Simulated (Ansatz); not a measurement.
CH8OSiSn can be A, `[SiH3]C[O][SnH3]`, or B, `[OH][SnH2][CH2][SiH3]`.

Program: Ansatz. Geometries: PBE0-D4/def2-TZVP. ΔE: electronic, gas phase. CBS: MP2 limit from def2 TZ/QZ plus the TZ coupled-cluster correction, frozen cores. DFT in def2-TZVPP. B3LYP here is the variant with VWN-RPA as its local correlation; programs differ in this. def2 core potentials past Kr. For Sn outer-core shells are correlated without core-valence functions, which leaves a few kJ/mol of doubt a bond. One conformer a species, not always the lowest.

A:

```xyz
12

Si   -0.439   -0.001    2.177
C    -0.356   -0.442    0.341
O     0.417    0.547   -0.306
Sn    0.717    0.406   -2.251
H    -1.249   -1.024    2.898
H     0.928    0.029    2.757
H    -1.076    1.330    2.353
H    -1.380   -0.503   -0.062
H     0.077   -1.449    0.232
H     1.673    1.760   -2.620
H     1.508   -1.084   -2.524
H    -0.821    0.433   -2.994
```

B:

Z-matrix (Å, degrees):
```
Sn
C 1 2.145
O 1 1.971 2 106.9
H 1 1.713 2 111.3 3 -118.7
H 1 1.703 2 113.1 3 112.8
Si 2 1.864 1 113.0 3 64.8
H 2 1.093 1 106.4 3 -56.9
H 2 1.094 1 108.4 3 -172.6
H 3 0.960 1 113.1 2 -62.3
H 6 1.488 2 109.9 1 65.7
H 6 1.488 2 112.4 1 -173.4
H 6 1.490 2 110.0 1 -52.9
```

Problem. Which isomer does CCSD(T)/CBS put lower? Give the gap. (An estimate is asked.)

Solution. Ansatz gave: B, by 114.1 kJ/mol.

Problem. Give E(B) − E(A) in kJ/mol with HF/def2-TZVPP, r2SCAN-D4, B3LYP, CCSD(T)/def2-TZVPP, CCSD/def2-TZVPP, PBE-D4, B3LYP-D4. (An estimate is asked.)

Solution. Computed: HF/def2-TZVPP -91.4, r2SCAN-D4 -103.9, B3LYP -94.2, CCSD(T)/def2-TZVPP -108.2, CCSD/def2-TZVPP -106.6, PBE-D4 -100.2, B3LYP-D4 -96.6. None reverses the order clearly.

Largest T1 diagnostic: 0.014.

From PBE to PBE0 (25 % exact exchange), in def2-TZVPP and without D4, E(B) − E(A) moves by −3.6 kJ/mol. In def2-TZVPP, CCSD(T) changes the Hartree–Fock value by −16.8 kJ/mol (the triples alone add −1.6 kJ/mol) and MP2 by −27.9 kJ/mol.
